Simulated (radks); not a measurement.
The numbers below are computed, except where a source is named.
Q: Isoelectronic series with 55 electrons, each ion in its NIST ground configuration. Level of theory: Dirac Kohn-Sham, PBE, spin-unpolarised, spherical densities, finite nucleus; open shells are shared between the two j in proportion to 2j + 1; Fermi nuclear charge, rms radius of each element as measured or else 0.836 A^(1/3) + 0.57 fm (a radial shooting solver on a logarithmic mesh with Libxc functionals). Total energies (hartree) and mean radii <r> (bohr) (* marks an orbital that is empty in some or all of the ions):

ion,configuration,E (hartree),5d5/2*,5d3/2*,4f7/2,4f5/2,5p3/2*,5p1/2*
Nd5+,[Kr] 4d10 4f2 5s2 5p5,-9623.8932,1.947,1.926,0.8843,0.8780,1.561,1.499
Pm6+,[Kr] 4d10 4f3 5s2 5p4,-10017.8339,1.829,1.810,0.8422,0.8362,1.499,1.440
Sm7+,[Kr] 4d10 4f4 5s2 5p3,-10421.2296,1.731,1.713,0.8060,0.8001,1.443,1.386
Eu8+,[Kr] 4d10 4f5 5s2 5p2,-10834.2201,1.647,1.630,0.7740,0.7683,1.393,1.337
Gd9+,[Kr] 4d10 4f5 5s2 5p2,-11256.9150,1.549,1.533,0.7262,0.7209,1.330,1.277
Dy11+,[Kr] 4d10 4f7 5s2,-12131.5429,1.429,1.414,0.6802,0.6750,1.249,1.198
Ho12+,[Kr] 4d10 4f7 5s2,-12583.3931,1.360,1.345,0.6463,0.6414,1.200,1.150
Er13+,[Kr] 4d10 4f7 5s2,-13044.9226,1.297,1.283,0.6166,0.6119,1.155,1.106
Tm14+,[Kr] 4d10 4f9,-13515.4587,1.265,1.251,0.6102,0.6053,1.131,1.083
Yb15+,[Kr] 4d10 4f9,-13997.1265,1.212,1.198,0.5845,0.5798,1.092,1.045
Lu16+,[Kr] 4d10 4f9,-14488.7990,1.164,1.151,0.5614,0.5568,1.055,1.009
Hf17+,[Kr] 4d10 4f9,-14990.6067,1.120,1.107,0.5405,0.5360,1.021,0.9753

Estimate the row of Tb10+ ([Kr] 4d10 4f6 5s2 5p1).

A: E (hartree) -11689.3244; 5d5/2* 1.486; 5d3/2* 1.471; 4f7/2 0.7023; 4f5/2 0.6970; 5p3/2* 1.288; 5p1/2* 1.236.
